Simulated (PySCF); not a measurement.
# Quadrupolar nuclei of `CSCc1ccco1` in NMR

C6H8OS.
Z-matrix (Å and degrees, PBE0-D3(BJ)/def2-TZVP geometry), rows numbered from 1:
```
C 
S   1  1.7949
C   2  1.8170  1   99.75
C   3  1.4776  2  114.52  1    57.46
C   4  1.3576  3  134.00  2    73.83
C   5  1.4254  4  106.54  3  -178.09
C   6  1.3535  5  106.06  4     0.11
O   7  1.3524  6  110.33  5     0.04
H   1  1.0902  2  106.71  3   178.81
H   1  1.0907  2  111.05  3   -62.59
H   1  1.0914  2  111.28  3    60.07
H   3  1.0913  2  104.64  1   178.86
H   3  1.0921  2  109.42  1   -65.70
H   5  1.0783  4  125.93  3     1.23
H   6  1.0782  5  127.50  4  -179.63
H   7  1.0770  6  133.57  5  -179.63
```

Computed at PBE0/pcSseg-2 (PySCF, non-relativistic):

```
atom        environment  nucleus  spin I    Q (b)  CQ = χzz (MHz)      η
  S2     sulfide sulfur      33S     3/2  -0.0678          48.521  0.603
  O8  furan-type oxygen      17O     5/2  -0.0256          -8.360  0.033
```

Question: Which field gradients stand behind these couplings (CQ in MHz = 234.96 × Q in b × Vzz in au)?

Answer: The tensor is traceless, so η fixes the two smaller values:

| atom | Vxx (au) | Vyy (au) | Vzz (au) | Vzz (10²¹ V/m²) |
| --- | --- | --- | --- | --- |
| S2 | 0.605 | 2.441 | -3.046 | -29.60 |
| O8 | -0.672 | -0.718 | 1.390 | 13.51 |

Question: At 28.2 T, set νQ = 3|CQ|/[2I(2I − 1)] beside the Larmor frequency (|g| × 7.62259 MHz/T × B; g(33S) = 0.42921, g(17O) = −0.75752), and give PQ = |CQ|√(1 + η²/3).

Answer: 
| atom | PQ (MHz) | νQ (MHz) | ν0 (MHz) | νQ/ν0 |
| --- | --- | --- | --- | --- |
| S2 | 51.38 | 24.26 | 92.26 | 0.263 |
| O8 | 8.362 | 1.254 | 162.83 | 0.008 |

For S2: PQ = 48.52 × 1.0589, νQ = 48.52 × 0.5000, ν0 = 3.2717 MHz/T × 28.2 T.

Question: Second-order quadrupolar shift of the central transition's centre of gravity (half-integer spins, νQ < ν0/10) at 28.2 and 35.2 T.

Answer: δ = −(3/40)(PQ/ν0)² [I(I + 1) − 3/4]/[I²(2I − 1)²], in ppm:

```
     site  28.2 T  35.2 T
17O at O8   -15.8   -10.2
```

Question: Quadrupolar 1/T1 and linewidth for τc = 15 ps (extreme narrowing, isotropic tumbling)?

Answer: Rate = (3π²/10) PQ² τc (2I + 3)/[I²(2I − 1)], the same for T1 and T2; width = rate/π.

| site | spin factor (2I + 3)/[I²(2I − 1)] | 1/T1 (s⁻¹) | T1 (ms) | linewidth (Hz) |
| --- | --- | --- | --- | --- |
| 33S at S2 | 1.333 | 156000 | 0.0064 | 49800 |
| 17O at O8 | 0.320 | 994 | 1.01 | 316 |

The couplings are those of the rigid, isolated species; surroundings and motion change them. Geometry: PBE0-D3(BJ)/def2-TZVP, one conformer, isolated molecule.

The run behind these numbers computed NMR shieldings as well. The run took 4.6 min wall, 6.9 min CPU on 2 threads, Intel Xeon at 2.50 GHz (x86_64), shared host with 64 logical CPUs at a one-minute load of 63, and the process peaked at 2.5 GiB of memory.
